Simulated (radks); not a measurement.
Numerical settings for neutral erbium, [Xe] 4f12 6s2. Method: scalar-relativistic Kohn-Sham, PBEsol, spin-polarised, spherical densities, finite nucleus; open shells are filled with parallel spins first (spin-orbit coupling, left out, can overturn this in heavy ions); Fermi nuclear charge, rms radius 5.2516 fm; computed with a radial shooting solver on a logarithmic mesh with Libxc functionals. The defaults (mesh step 0.008 in ln r, mesh end at 40 bohr or more with all orbitals vanishing there, Anderson mixing 0.5 over 9 steps, residual threshold near 1e-9 with the energy settled to 1e-9 hartree or 1e-11 of itself, here a cap of 60 iterations) give E = -13080.8751 hartree and 4f at -2.398 eV in 27 iterations. Run on one thread of a shared host, so times are rough (Arm Neoverse N1): 0.64 s of CPU time, 0.64 s wall, 27 iterations on 2440 mesh points. Changes against that run (0 stands for a change within the tolerance of the run):

\begin{tabular}{lrrrrr}
setting & iterations & converged & E (mhartree) & e(4f) (meV) & CPU (s) \\ \hline
mesh step in ln r 0.005 & 7 & no & diverged & - & 0.34 \\
mesh step in ln r 0.03 & 30 & yes & +0.00216 & 0 & 0.23 \\
mesh step in ln r 0.012 & 28 & yes & 0 & 0 & 0.46 \\
mesh end (bohr) 2 & 14 & level above zero & +1.93e+04 & +6.28e+04 & 0.26 \\
mesh end (bohr) 5 & 17 & level above zero & +263 & +3.89e+03 & 0.33 \\
residual threshold 1e-16 & 60 & no & 0 & 0 & 0.91 \\
residual threshold 1e-13 & 40 & yes & 0 & 0 & 0.77 \\
mixing 0.2 & 35 & yes & 0 & 0 & 0.82 \\
linear mixing, mixing 0.2 & 60 & no & 0 & 0 & 1.1 \\
linear mixing, mixing 0.05 & 60 & no & -0.743 & -163 & 1.3 \\
mixing history 3 & 20 & yes & 0 & 0 & 0.43 \\
iteration cap 3 & 3 & no & +15.7 & -354 & 0.1 \\
\end{tabular}

Settled on a wrong energy, with an occupied level pushed above zero by the early mesh end: mesh end (bohr) 2 (+19.3 hartree); mesh end (bohr) 5 (+0.263 hartree). Apart from these: no run marked as converged misses the energy by more than 1 mhartree. A mesh that ends early acts as a hard wall.
